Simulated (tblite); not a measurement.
Species: C₅H₈F₃NSi.
Numbering: `[CH3:1][C:2]#[C:3][SiH2:4][NH:5][CH2:6][C:7]([F:8])([F:9])[F:10]` (hydrogens: H11, H12, H13 on C1; H14, H15 on Si4; H16 on N5; H17, H18 on C6)

Computed with GFN2-xTB (tblite), gas phase: L-BFGS steps from a force-field or distance-geometry start until the largest atomic force falls under 0.01 eV/Å.

Step 18: E = -914.4721 eV
```
atom  x, y, z in Å  |  force x, y, z in eV/Å
C1     -3.3380    1.0530   -0.2828   -0.009   0.005   0.015
C2     -2.2845    0.0734   -0.1634   -0.001  -0.021   0.015
C3     -1.4243   -0.7618   -0.0324    0.020   0.034  -0.040
Si4     0.0482   -1.8716    0.0095    0.052   0.037  -0.018
N5      1.4359   -1.0831   -0.6978   -0.021   0.000   0.021
C6      2.3526   -0.2674    0.0310   -0.045   0.018   0.024
C7      1.7804    1.0997    0.4407    0.031  -0.062  -0.028
F8      2.7398    1.9160    0.9156   -0.027  -0.024  -0.029
F9      0.8521    1.0104    1.4032    0.028  -0.010  -0.067
F10     1.2100    1.7410   -0.5920    0.014  -0.030   0.046
H11    -2.9184    2.0544   -0.1896   -0.003   0.005   0.000
H12    -4.0723    0.9004    0.5071   -0.038   0.018   0.003
H13    -3.8298    0.9635   -1.2516    0.006  -0.012   0.012
H14     0.4113   -2.2034    1.3873    0.033   0.005  -0.024
H15    -0.1570   -3.0310   -0.8614   -0.010   0.009   0.002
H16     1.2946   -0.7393   -1.6370    0.030  -0.008   0.013
H17     2.6334   -0.7804    0.9553    0.007   0.042  -0.013
H18     3.2573   -0.0676   -0.5598   -0.068  -0.005   0.067
```

Step 19: E = -914.4731 eV
```
atom  x, y, z in Å  |  force x, y, z in eV/Å
C1     -3.3404    1.0534   -0.2817    0.006  -0.010   0.021
C2     -2.2879    0.0724   -0.1591   -0.012  -0.002   0.004
C3     -1.4233   -0.7585   -0.0307    0.045  -0.004  -0.040
Si4     0.0492   -1.8707    0.0073    0.017   0.038  -0.017
N5      1.4376   -1.0840   -0.6977   -0.020   0.010  -0.004
C6      2.3521   -0.2664    0.0319   -0.035  -0.033   0.008
C7      1.7805    1.0992    0.4395    0.013  -0.060  -0.019
F8      2.7398    1.9147    0.9156   -0.035  -0.012  -0.034
F9      0.8516    1.0082    1.4006    0.017  -0.001  -0.038
F10     1.2082    1.7392   -0.5924    0.026  -0.013   0.033
H11    -2.9174    2.0534   -0.1893   -0.012   0.008  -0.001
H12    -4.0768    0.9040    0.5070   -0.033   0.018  -0.001
H13    -3.8298    0.9626   -1.2517    0.006  -0.008   0.017
H14     0.4162   -2.1969    1.3852    0.027  -0.007  -0.019
H15    -0.1557   -3.0310   -0.8650   -0.010   0.034   0.023
H16     1.2979   -0.7428   -1.6380    0.035  -0.003   0.007
H17     2.6309   -0.7807    0.9551    0.011   0.038   0.022
H18     3.2588   -0.0695   -0.5550   -0.047   0.008   0.038
```

Task: Estimate the geometry and energy of step 20. (The exact step hangs on the optimiser's Hessian estimate; all steps are aligned on step 19, rigid shifts and turns removed.)

Result: E = -914.4738 eV, largest force 0.066 eV/Å
```
atom  x, y, z in Å  |  force x, y, z in eV/Å
C1     -3.3421    1.0535   -0.2805    0.012  -0.017   0.022
C2     -2.2903    0.0714   -0.1559   -0.018   0.012  -0.001
C3     -1.4223   -0.7563   -0.0301    0.050  -0.019  -0.039
Si4     0.0501   -1.8693    0.0057   -0.016   0.024  -0.007
N5      1.4383   -1.0842   -0.6977   -0.009   0.010  -0.023
C6      2.3512   -0.2663    0.0326   -0.015  -0.059   0.000
C7      1.7808    1.0976    0.4383   -0.009  -0.033  -0.005
F8      2.7391    1.9135    0.9149   -0.022  -0.004  -0.030
F9      0.8515    1.0064    1.3981   -0.003  -0.002  -0.002
F10     1.2074    1.7375   -0.5922    0.025   0.001   0.001
H11    -2.9169    2.0529   -0.1891   -0.017   0.007  -0.001
H12    -4.0806    0.9068    0.5069   -0.025   0.016  -0.004
H13    -3.8295    0.9617   -1.2514    0.005  -0.006   0.019
H14     0.4201   -2.1925    1.3834    0.023  -0.014  -0.016
H15    -0.1549   -3.0301   -0.8671   -0.010   0.044   0.033
H16     1.3013   -0.7452   -1.6389    0.035   0.003  -0.005
H17     2.6290   -0.7803    0.9554    0.011   0.025   0.051
H18     3.2589   -0.0707   -0.5508   -0.017   0.014   0.007
```

The energy changes by -0.0007 eV. The first-order estimate −F·Δx gives -0.0010 eV and the mean of the old and new forces, exact on a quadratic surface, -0.0007 eV. The step makes an angle of 64° with the force vector and moves no atom by more than 0.006 Å.

The cost below is that of the whole relaxation. Time: 0.92 s. Hardware: one thread of an Arm Neoverse V1, shared host.
